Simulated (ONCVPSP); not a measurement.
C: excitation energies, all-electron against ONCV

- Element: carbon
- Generator: ONCVPSP 4.0.1
- Type: optimised norm-conserving Vanderbilt (ONCV)
- Functional: PBE
- Relativity: scalar-relativistic
- Frozen core: [He]
- Valence charge: 4
- Reference configuration: 2s2 (charge +2)
- Partial waves: 2s: rc 1.00 bohr, ncon 5, nbas 10, qcut 5.1 1/bohr, 1 projector; p scattering state at 0.02 Ha: rc 0.90 bohr, ncon 4, nbas 8, qcut 8.2 1/bohr, 2 projectors, debl 0.9 Ha; d scattering state at 0.12 Ha: rc 0.75 bohr, ncon 3, nbas 7, qcut 12 1/bohr, 3 projectors, debl 2.2 Ha
- Local potential: polynomial inside 0.75 bohr (lpopt 4, dvloc0 4 Ha)
- Core correction: Teter function, fcfact 4.25, rcfact 1.05

In the p channel the program set the typed energies aside and used 0.050, 0.950 Ha.

Energies are relative to the spin-unpolarised reference configuration 2s2; without spin polarisation the order of configurations can differ from experiment.

```
valence configuration  charge  ΔE all-electron (eV)  error AE − PS (meV)
              2s2 2p2       0               -35.017                 +164
              2s2 2p1      +1               -24.156                  +83
              2s1 2p3       0               -26.539                 +251
```

Task: What are ΔE and the potential's error for 2s1?

Result: ΔE = 48.194 eV all-electron; the error (AE − PS) is +55 meV.

Levels in the configuration 2s1:

```csv
level,all-electron (eV),pseudo (eV)
2s,-56.106,-55.963
```
